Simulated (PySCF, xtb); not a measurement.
GeH2S, SMILES [SH][GeH] (connectivity only; charge and spin as stated), neutral, multiplicity 1.

GFN2-xTB in xtb at its own geometry gives an orbital gap of 3.18 eV and a dipole moment of 3.20 D.

The structure is a stationary point at PBE0-D3(BJ)/def2-TZVP.

What does PBE0/def2-TZVPD (PySCF) give? (Estimate from the structure and the level; the computed values follow.)

gap 4.43 eV (levels -7.03 and -2.60 eV), dipole 0.94 D.
